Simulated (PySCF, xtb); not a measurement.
SnF3, SMILES [F][Sn+]([F])[F], charge +1.

GFN2-xTB in xtb at its own geometry gives an orbital gap of 1.49 eV.

Geometry optimised at B3LYP-D3(BJ)/def2-SVP. The spin state was assumed, not searched. The isomer is the one that the SMILES or the coordinates give; other isomers of the formula were not compared. The def2 effective core potentials stand for the cores of Sn; spin–orbit coupling is left out.

### Question
What does PBE/def2-TZVPD run with PySCF give? (Estimate from the structure and the level; the computed values follow.)

### Answer
gap 4.01 eV (levels -16.77 and -12.76 eV).
